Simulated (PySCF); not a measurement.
## Radial density of Sn²⁺ (tin, charge +2)

r2SCANh, [Kr] 4d9 5s2 5p1, one real determinant (an excited configuration). Calculation: PySCF 2.14, in aug-cc-pVTZ-DK3; scalar relativity by spin-free X2C-1e.

| r (bohr) | 4πr²ρ (e/bohr) | 4πr²(ρα − ρβ) |
| --- | --- | --- |
| 0.0304 | 58.66 | 0.0085 |
| 0.0511 | 59.93 | 0.0258 |
| 0.0859 | 82.33 | 0.0694 |
| 0.145 | 61.06 | 0.2222 |
| 0.243 | 66.76 | 0.3043 |
| 0.409 | 36.94 | 0.0079 |
| 0.688 | 22.16 | 0.9749 |
| 1.16 | 13.27 | 0.8716 |
| 1.95 | 2.973 | 0.6121 |
| 3.27 | 0.5382 | 0.2481 |
| 5.51 | 0.009981 | 0.0073 |
| 9.26 | 1.244e-05 | 0.0000 |

Densities and radii are taken from the X2C orbitals without a picture-change correction, which distorts them close to the nucleus.

⟨L²⟩ = 8.02 against 12 for a pure F term, so this real determinant mixes terms.
